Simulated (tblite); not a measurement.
Compound: C₅H₁₃NSi₃.
Atom-mapped SMILES: `[CH3:1][C@@H:2]([SiH3:3])[Si@@H:4]1[CH2:5][SiH2:6][C@@H:7]1[C:8]#[N:9]` (hydrogens: H10, H11, H12 on C1; H13 on C2; H14, H15, H16 on Si3; H17 on Si4; H18, H19 on C5; H20, H21 on Si6; H22 on C7)

Structure used (GFN2-xTB), in Å, numbered top down from 1:
```
atom  x, y, z in Å
C1    -2.3303    0.2216    1.4036
C2    -1.2883   -0.4813    0.5319
Si3   -1.6682   -0.2129   -1.3228
Si4    0.4610    0.0298    1.0600
C5     1.1526    1.6273    0.2510
Si6    2.3862    0.6536   -0.8440
C7     1.8945   -0.9240    0.1606
C8     1.5249   -2.0588   -0.5874
N9     1.1928   -2.9661   -1.2088
H10   -3.3378   -0.0994    1.1443
H11   -2.1702    0.0073    2.4593
H12   -2.2784    1.3001    1.2702
H13   -1.3704   -1.5578    0.7130
H14   -1.6692    1.2302   -1.5998
H15   -0.6821   -0.8825   -2.1619
H16   -3.0174   -0.7225   -1.5890
H17    0.6259   -0.0369    2.5235
H18    1.6388    2.2940    0.9583
H19    0.4304    2.2281   -0.2938
H20    2.0199    0.5844   -2.2554
H21    3.7995    1.0012   -0.6794
H22    2.6754   -1.2157    0.8632
```

Level: GFN2-xTB in tblite, geometry and Hessian alike; calculated harmonic values, unscaled, isolated species. This tight-binding method is rough: wavenumbers can miss measured ones by several per cent, in bad cases by 10 to 20. Modes of hydrogen on silicon can be 10 to 20 % off. One conformer, not necessarily the lowest.

Harmonic wavenumbers (cm⁻¹): 34.0, 51.9, 77.1, 118.9, 130.4, 145.3, 168.1, 218.4, 233.7, 254.5, 306.9, 350.4, 425.0, 457.5, 463.6, 494.8, 510.4, 541.5, 546.9, 592.2, 600.2, 635.2, 654.6, 689.3, 712.9, 727.7, 755.8, 766.9, 780.6, 789.9, 803.9, 822.9, 924.5, 964.1, 988.2, 1050.2, 1073.0, 1077.1, 1083.2, 1148.7, 1180.5, 1265.0, 1424.8, 1455.9, 1512.1, 1517.3, 2170.8, 2209.6, 2239.3, 2250.8, 2294.4, 2318.3, 2369.9, 2920.7, 2961.1, 3003.8, 3012.5, 3013.3, 3023.6, 3027.8.

A = 1218, B = 796.5, C = 665.5 MHz; mass 171.036 u (most abundant isotopes); point group C1, symmetry number 1.

Problem. What is the zero-point energy?

Solution. ½Σν̃ = 34171 cm⁻¹ = 408.78 kJ/mol.

Problem. What is S at 273.15 K and 1 bar for an ideal gas of classical rigid rotors and harmonic oscillators?

Solution. Translation 171.16, rotation 126.89, vibration 164.44: S = 462.5 J/(mol K).

Problem. And Cp and H(273.15 K) − H(0)?

Solution. Cp = 207.10 J/(mol K), of which vibrations give 173.84 (their classical limit is 60 R = 498.9); H(273.15 K) − H(0) = 32.86 kJ/mol without the zero-point energy, 23.77 from vibrations.

Problem. Blend soft modes into free rotors: weight 1/[1 + (100 cm⁻¹/ν̃)⁴] for the oscillator and the rest for a rotor with moment μB/(μ + B), μ = h/(8π²ν), B = 10⁻⁴⁴ kg m². What vibrational entropy results?

Solution. 150.35 J/(mol K) in place of 164.44, which changes −T·S at 273.15 K by +3.85 kJ/mol.

Problem. Which modes carry the vibrational entropy at 273.15 K?

Solution. 34.0 cm⁻¹: 22.63; 51.9 cm⁻¹: 19.12; 77.1 cm⁻¹: 15.86; 118.9 cm⁻¹: 12.34; 130.4 cm⁻¹: 11.60; 145.3 cm⁻¹: 10.74 J/(mol K); the other 54 give 72.15 together.

Hindered rotation and anharmonicity are outside this model. Other conformers, if any are populated, would add a mixing term that is left out. The structure is chiral; the term R ln 2 for an equal mix with its mirror image is left out.
